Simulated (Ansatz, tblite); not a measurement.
Cost and result up the ladder for `FC(F)(F)c1cc2sc(-c3cc4sc(-c5cc6sc(C(F)(F)F)cc6s5)cc4s3)cc2s1` (38 atoms). Total charge 0; singlet. Geometry: PBE-D4/def2-SVP.

```
atom    x (Å)   y (Å)   z (Å)
  F1   10.212  -0.005   2.208
  C2    9.321  -0.146   3.221
  F3    9.633  -1.306   3.850
  F4    9.527   0.868   4.091
  C5    7.906  -0.141   2.732
  C6    6.949   0.827   2.989
  C7    5.726   0.510   2.342
  S8    4.154   1.251   2.245
  C9    3.556  -0.056   1.212
 C10    2.192  -0.030   0.746
 C11    1.210   0.931   0.994
 C12   -0.014   0.603   0.365
 S13   -1.586   1.344   0.272
 C14   -2.191   0.029  -0.747
 C15   -3.556   0.055  -1.213
 C16   -4.538   1.014  -0.961
 C17   -5.760   0.689  -1.601
 S18   -7.327   1.439  -1.702
 C19   -7.906   0.141  -2.730
 C20   -9.321   0.147  -3.220
 F21   -9.528  -0.870  -4.088
 F22  -10.213   0.009  -2.207
 F23   -9.632   1.306  -3.852
 C24   -6.949  -0.826  -2.988
 C25   -5.726  -0.510  -2.342
 S26   -4.154  -1.251  -2.246
 C27   -1.209  -0.932  -0.995
 C28    0.014  -0.604  -0.367
 S29    1.587  -1.344  -0.273
 C30    4.539  -1.014   0.961
 C31    5.760  -0.689   1.601
 S32    7.327  -1.440   1.704
 H33    7.141   1.706   3.614
 H34    1.387   1.826   1.606
 H35   -4.364   1.903  -0.341
 H36   -7.142  -1.706  -3.614
 H37   -1.387  -1.826  -1.607
 H38    4.365  -1.904   0.342
```

Ansatz on 2 threads of AMD EPYC 7R13 on a shared host and a share (18 GiB) of an NVIDIA H100 80GB HBM3; xTB runs through tblite on one thread. Times are rough, summed over both states, and most runs start from the orbitals of an earlier one. PBE0-D4/def2-TZVP serves as the yardstick here, not as an exact answer. The other state is a doublet.

The xTB rows come from tblite. Single mean-field runs in def2-TZVP are fitted with def2-universal-jkfit.

Raw xTB energies of ions are shifted by several eV.

```json
{"level": "GFN1-xTB", "functions": "170", "wall time": "0.29 s"}
{"level": "GFN2-xTB", "functions": "164", "wall time": "0.29 s"}
{"level": "PBE-D4/def2-TZVP", "functions": "1064", "wall time": "19 s"}
{"level": "PBE0-D4/def2-TZVP (with forces)", "functions": "1064", "wall time": "41 s"}
```

Q: Estimate what each level gives for the vertical IE (eV).

A: 
```tsv
level	vertical IE (eV)	difference from PBE0-D4/def2-TZVP (eV)
GFN1-xTB	12.60	5.73
GFN2-xTB	12.14	5.27
PBE-D4/def2-TZVP	6.63	-0.23
PBE0-D4/def2-TZVP (with forces)	6.87	0.00
```
